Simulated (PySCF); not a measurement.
3-methylthiophene (C5H6S), SMILES Cc1ccsc1. Atoms are numbered in the order given.

```xyz
12

C     -0.1975    -2.4688     0.0000
C     -0.0252    -0.9825     0.0000
C      1.2449    -0.3230     0.0000
C      1.1422     1.0415     0.0000
S     -0.4974     1.5502     0.0000
C     -1.0556    -0.0747     0.0000
H     -1.2598    -2.7493     0.0000
H      0.2721    -2.9244    -0.8864
H      0.2721    -2.9244     0.8864
H      2.2002    -0.8512     0.0000
H      1.9457     1.7768     0.0000
H     -2.1245    -0.2859     0.0000
```
Charge 0, spin multiplicity 1.

Coordinates come from a PBE0-D3(BJ)/def2-SVP optimisation.

These are ωB97X/def2-TZVP in PySCF values and carry that method's errors.

Atomic charges (e):

```csv
atom,Löwdin,IAO
C1,-0.26,-0.41
C2,-0.24,-0.01
C3,-0.19,-0.19
C4,-0.40,-0.32
S5,0.69,0.35
C6,-0.39,-0.34
H7,0.13,0.14
H8,0.13,0.15
H9,0.13,0.15
H10,0.14,0.15
H11,0.13,0.17
H12,0.13,0.16
```

Computed Mayer and Wiberg (Löwdin basis) orders of the bonds:
| bond | Mayer | Wiberg |
|---|---|---|
| C1–C2 | 0.88 | 1.24 |
| C2–C3 | 1.22 | 1.34 |
| C3–C4 | 1.71 | 1.82 |
| C4–S5 | 1.27 | 1.56 |
| C2–C6 | 1.67 | 1.72 |
| S5–C6 | 1.28 | 1.55 |
| C1–H7 | 1.00 | 0.89 |
| C1–H8 | 0.97 | 0.89 |
| C1–H9 | 0.97 | 0.89 |
| C3–H10 | 0.95 | 0.83 |
| C4–H11 | 0.94 | 0.88 |
| C6–H12 | 0.94 | 0.87 |
